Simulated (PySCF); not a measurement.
ClH2OSi (calculated)

All values are calculated (PySCF 2.14.0). Calculation on a computer-drawn molecule: optimised geometry and harmonic frequencies of an isolated molecule of the commonest isotopes, restricted reference for singlets and unrestricted otherwise, frozen core in MP2.

Common to all runs: charge 1; multiplicity 1; basis cc-pV(D+d)Z.

(1) ClH2OSi

Start structure:
```xyz
5
ClH2OSi
O     -1.7839     0.0802     2.8679
Si    -2.9186     0.8932     3.6797
Cl    -4.0264     2.2587     2.9814
H     -1.2794     0.1286     2.0050
H     -2.9597     0.1859     4.9148
```

Here we set method HF.

Results for ClH2OSi: rotational constants 30.25, 4.159, 3.656 GHz; total energy -824.2698 hartree; convergence status largest gradient component 2.566e-05 hartree/bohr.

Drawn bonds:
| atom | other atom | order |
| --- | --- | --- |
| 1 | 2 | 1 |
| 2 | 3 | 1 |
| 1 | 4 | 1 |
| 2 | 5 | 1 |

Optimised structure:
```xyz
5
ClH2OSi
O     -1.7213     0.0883     2.8471
Si    -2.8568     0.7660     3.6684
Cl    -3.9495     2.2182     2.9594
H     -1.3785     0.2207     1.9674
H     -3.0618     0.2534     5.0064
```

Modes:
| frequency (cm⁻¹) | reduced mass (dalton) |
| --- | --- |
| 279.8 | 5.154 |
| 492.2 | 1.366 |
| 636.1 | 2.408 |
| 644.1 | 1.142 |
| 704.1 | 2.096 |
| 876.8 | 1.127 |
| 1140 | 8.086 |
| 2512 | 1.046 |
| 4069 | 1.07 |

(2) ClH2OSi

Start structure:
```xyz
5
ClH2OSi
O     -1.7213     0.0883     2.8471
Si    -2.8568     0.7660     3.6684
Cl    -3.9495     2.2182     2.9594
H     -1.3785     0.2207     1.9674
H     -3.0618     0.2534     5.0064
```

Settings of this run: method MP2.

The calculation gives: rotational constants 30.72, 4.038, 3.569 GHz; total energy -824.6744 hartree; convergence status largest gradient component 2.903e-05 hartree/bohr.

Drawn bonds:
| atom | other atom | order |
| --- | --- | --- |
| 1 | 2 | 1 |
| 2 | 3 | 1 |
| 1 | 4 | 1 |
| 2 | 5 | 1 |

Optimised structure:
```xyz
5
ClH2OSi
O     -1.6941     0.0522     2.8647
Si    -2.8601     0.7716     3.6643
Cl    -3.9581     2.2294     2.9541
H     -1.3937     0.2413     1.9569
H     -3.0618     0.2521     5.0088
```

Modes:
| frequency (cm⁻¹) | reduced mass (dalton) |
| --- | --- |
| 264.3 | 5.516 |
| 464.4 | 1.444 |
| 629.1 | 1.1 |
| 635 | 4.239 |
| 712.3 | 1.447 |
| 843.1 | 1.169 |
| 1074 | 7.427 |
| 2441 | 1.046 |
| 3789 | 1.069 |
